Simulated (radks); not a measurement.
Problem. These are the eigenvalues of the occupied orbitals of an atom or ion with whole-number occupations (hartree). Method: Dirac Kohn-Sham, PBE, spin-unpolarised, spherical densities, finite nucleus; Fermi nuclear charge, rms radius of each element as measured or else 0.836 A^(1/3) + 0.57 fm; computed with a radial shooting solver on a logarithmic mesh with Libxc functionals.

| orbital | eigenvalue |
|---|---|
| 1s1/2 | -552.6682 |
| 2s1/2 | -74.15838 |
| 2p1/2 | -67.29866 |
| 2p3/2 | -65.06465 |
| 3s1/2 | -11.33940 |
| 3p1/2 | -8.88124 |
| 3p3/2 | -8.54554 |
| 3d3/2 | -4.24481 |
| 3d5/2 | -4.18778 |
| 4s1/2 | -1.51759 |
| 4p1/2 | -0.93894 |
| 4p3/2 | -0.90420 |
| 4d3/2 | -0.20164 |
| 4d5/2 | -0.19999 |

Which element is it, and in what charge state? The configuration may be excited. Open shells, if any, are shared by 2j + 1.

Solution. Z = 37, rubidium, charge +1: Rb+ in [Ar] 3d10 4s2 4p5 4d1. The list shows which subshells hold electrons but not how many an open one holds; the 1s level, -552.67 hartree, gives Z - s = 33.2 by -(Z - s)^2/2, which with screening and relativity narrows Z to a few neighbours, and the depths of the outer levels then fix element, charge and occupations together.
